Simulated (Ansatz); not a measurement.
`C[Si](C)(F)S` and `C[Si](C)(F)Br` differ in one atom or group.

Ansatz, PBE0-D4/def2-TZVP geometries, multiplicity 1. Each molecule was computed in one conformer, which needn't be the lowest.

Scalar relativity is left out up to krypton.

```json
{"property": "size of the dipole moment (PBE/def2-TZVPP) / D", "`C[Si](C)(F)S`": "2.63"}
{"property": "HOMO–LUMO gap (B3LYP/def2-TZVPP) / eV", "`C[Si](C)(F)S`": "7.13"}
{"property": "size of the dipole moment (B3LYP/def2-TZVPP) / D", "`C[Si](C)(F)S`": "2.68"}
{"property": "HOMO energy (PBE/def2-TZVPP) / eV", "`C[Si](C)(F)S`": "-6.13"}
{"property": "HOMO energy (B3LYP/def2-TZVPP) / eV", "`C[Si](C)(F)S`": "-7.13"}
{"property": "LUMO energy (PBE/def2-TZVPP) / eV", "`C[Si](C)(F)S`": "-0.60"}
```

Task: What does the change do to each property? (Estimate.)

Result: Computed: 
```csv
property,`C[Si](C)(F)Br`,shift
size of the dipole moment (PBE/def2-TZVPP) / D,2.39,-0.24
HOMO–LUMO gap (B3LYP/def2-TZVPP) / eV,8.57,1.44
size of the dipole moment (B3LYP/def2-TZVPP) / D,2.45,-0.23
HOMO energy (PBE/def2-TZVPP) / eV,-7.00,-0.87
HOMO energy (B3LYP/def2-TZVPP) / eV,-8.04,-0.91
LUMO energy (PBE/def2-TZVPP) / eV,-0.01,0.59
```

With PBE0 the HOMO falls by 0.91 eV and the LUMO rises by 0.57 eV, so the gap widens by about 1.48 eV. PBE moves the HOMO by -0.87 eV and ωB97M-V by -0.93 eV. Dipoles are sizes alone; their direction can turn.

B3LYP here is the variant with VWN-RPA as its local correlation; programs differ in this.

Spin–orbit coupling is left out; it splits and shifts lone-pair levels of the heavy atoms by tenths of an eV.
